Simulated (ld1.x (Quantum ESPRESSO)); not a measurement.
## Before and after: RRKJ potential for Pd

```json
{
 "Element": "Pd",
 "Generator": "ld1.x (Quantum ESPRESSO) 7.5",
 "Type": "norm-conserving RRKJ (Kleinman–Bylander form)",
 "Functional": "PBEsol",
 "Relativity": "scalar-relativistic",
 "Frozen core": "[Kr]",
 "Valence charge": "10",
 "Reference configuration": "4d8 5s0 5p0 (charge +2)",
 "Partial waves": "5s (bound, empty): rc 2.05 bohr; 5p (bound, empty): rc 2.20 bohr; 4d (bound): rc 1.90 bohr",
 "Local potential": "all-electron potential smoothed inside 1.45 bohr (lloc = -2)",
 "Core correction": "Bessel-smoothed model core, default radius (core density twice the valence density)"
}
```

Change: wave 4d (bound): rc 1.90 bohr becomes 4d (bound): rc 1.14 bohr.

Cutoffs: the cutoffs (Ry, on a coarse ladder) from which the occupation-weighted sum of valence levels, in a spherical-Bessel basis at the reference potential, stays within 10 and 1 mRy of its value at 400 Ry; they do not see the model core or the augmentation charge, which bear on the density cutoff. Errors are all-electron minus pseudo energies relative to the spin-unpolarised reference configuration.

Question: Predict the effect on cutoff, ghosts and configuration errors.

Answer: The potential gets harder (45 Ry and 50 Ry → 120 Ry and 160 Ry); both files keep a bound ghost (s); of the 7 tests that both files solve, the error grows in 2 and shrinks in 1 by more than 15 % and 0.3 meV (median size 59.1 → 59.8 meV). A smaller radius makes the pseudo-wave follow the all-electron one further in, where it bends more sharply, so more plane waves are needed.

```tsv
quantity	base	changed
cutoff, loose	45 Ry	120 Ry
cutoff, tight	50 Ry	160 Ry
bound ghosts	s	s
error for 4d10 5s0 5p0, meV [ΔE -29.94 eV]	-148	-142
error for 4d9 5s0 5p0, meV [ΔE -20.82 eV]	-59	-60
error for 4d7 5s0 5p0, meV [ΔE 34.35 eV]	-113	-126
error for 4d9 5s0 5p1, meV [ΔE -24.63 eV]	-8.9	-7.0
error for 4d8 5s1 5p0, meV [ΔE -16.27 eV]	-11	-13
error for 4d6 5s0 5p0, meV [ΔE 83.67 eV]	-534	-630
error for 4d9 5s1 5p0, meV [ΔE -28.43 eV]	-43	-38
s: phases at 2.40 bohr within 0.05 rad from the reference energy up to (Ry; the scan ends near 5)	3.0	3.0
p: phases at 2.40 bohr within 0.05 rad from the reference energy up to (Ry; the scan ends near 5)	-0.7	-0.7
d: phases at 2.40 bohr within 0.05 rad from the reference energy up to (Ry; the scan ends near 5)	0.8	1.4
```

Base: These tests converged, but a pseudo level misses the all-electron one widely, so the file describes the atom poorly there or has found another state: 4d7 5s0 5p0: empty 5s by 3.6 eV (a node warning on the way); 4d6 5s0 5p0: empty 5p by 3.4 eV (a node warning on the way). Changed file: These tests converged, but a pseudo level misses the all-electron one widely, so the file describes the atom poorly there or has found another state: 4d7 5s0 5p0: empty 5s by 3.6 eV (a node warning on the way); 4d6 5s0 5p0: empty 5s by 9.6 eV (a node warning on the way). A true bound ghost makes a file unfit for plane-wave use even where its test errors are small: the radial tests pick states by their node count and pass the ghost by.
